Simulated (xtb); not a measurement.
C2H6BF2N, SMILES FCB(N)CF. All values are semi-empirical tight-binding results from xtb (GFN2-xTB unless named), good for trends rather than for accurate numbers. Geometry: GFN2-xTB. The structure was generated by enumeration, and PubChem lists no compound with its InChIKey, so it may never have been made. Other conformers were not sampled.

Optimised geometry:

```xyz
12

N     -0.0078     1.3938     0.0000
B     -0.0064     0.0241     0.0000
C     -0.0058    -0.7801    -1.3798
F      0.0124     0.0702    -2.4783
C     -0.0058    -0.7801     1.3798
F      0.0124     0.0702     2.4783
H     -0.0073     1.9441    -0.8438
H     -0.0073     1.9441     0.8438
H     -0.8961    -1.4060    -1.5044
H      0.8699    -1.4282    -1.4920
H      0.8699    -1.4282     1.4920
H     -0.8961    -1.4060     1.5044
```
Charge 0, spin multiplicity 1.

```
Property                                              Result
---------------------------------------------  -------------
point group as xtb finds it                              C2v
orbital gap                                          5.89 eV
dipole moment                                         0.49 D
zero-point energy                              55.5 kcal/mol
G − E(el) at 298.15 K (modified RRHO)          35.9 kcal/mol
static polarisability (D4 model)                  49.8 bohr³
solvation energy, GFN2-xTB/ALPB(water)         -6.8 kcal/mol
solvation energy, GFN2-xTB/ALPB(acetonitrile)  -6.3 kcal/mol
```

Computed IR lines (harmonic; lines under 4 % of the strongest left out, lines within 3 cm⁻¹ merged):
ν (cm⁻¹): 64 (w), 150 (w), 208 (w), 688 (vs), 855 (m), 985 (s), 1023 (m), 1126 (m), 1207 (w), 1422 (m), 1541 (vs), 2934 (m), 2951 (m), 3473 (w) (against the strongest line: vs over 80 %, s over 45 %, m over 15 %, w over 4 %, vw less)

Computed atomic charges and the Wiberg bond orders between heavy atoms:
charges (e) N1 -0.28, B2 0.24, C3 0.02, F4 -0.28, C5 0.02, F6 -0.28, H7 0.18, H8 0.18, H9 0.05, H10 0.05, H11 0.05, H12 0.05. Bond orders N1–B2 1.49, B2–C3 0.97, C3–F4 0.92, B2–C5 0.97, C5–F6 0.92.
